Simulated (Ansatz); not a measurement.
Isolated molecules relaxed with PBE0-D4/def2-TZVP in Ansatz; ΔE leaves out vibrations. CCSD(T)/CBS is the MP2 limit (def2-TZVPP, def2-QZVPP) plus CCSD(T) − MP2 in def2-TZVPP, frozen cores. This one scheme is used for every species. Functionals use def2-TZVPP. B3LYP here is the variant with VWN-RPA as its local correlation; programs differ in this. One conformer a species, not always the lowest.

`CSC([SiH3])S` + `[NH2][AlH2]` → `[NH2][AlH][SiH3]` + `CSCS`  (formal exchange of groups at the Si–C bond)

```
           species  B3LYP energy (Eh)
    `CSC([SiH3])S`        -1167.01559
     `[NH2][AlH2]`         -299.67195
`[NH2][AlH][SiH3]`         -590.40100
            `CSCS`         -876.29777
```

**Question.** Work out ΔE.

**Answer.** ΔE = (-590.40100) + (-876.29777) − (-1167.01559) − (-299.67195) = -0.01123 Eh = -29.5 kJ/mol. CCSD(T)/CBS gives -16.4 kJ/mol.

Largest T1 diagnostic among the species: 0.013.

In def2-TZVPP, CCSD(T) changes the Hartree–Fock value by +5.9 kJ/mol (the triples alone add +1.9 kJ/mol) and MP2 by +16.9 kJ/mol. The D4 term adds +10.2 kJ/mol with B3LYP and +5.4 kJ/mol with PBE0; it sums over pairs of atoms, weighted by their polarisabilities, and B3LYP, whose exchange is more repulsive, gets the larger term.
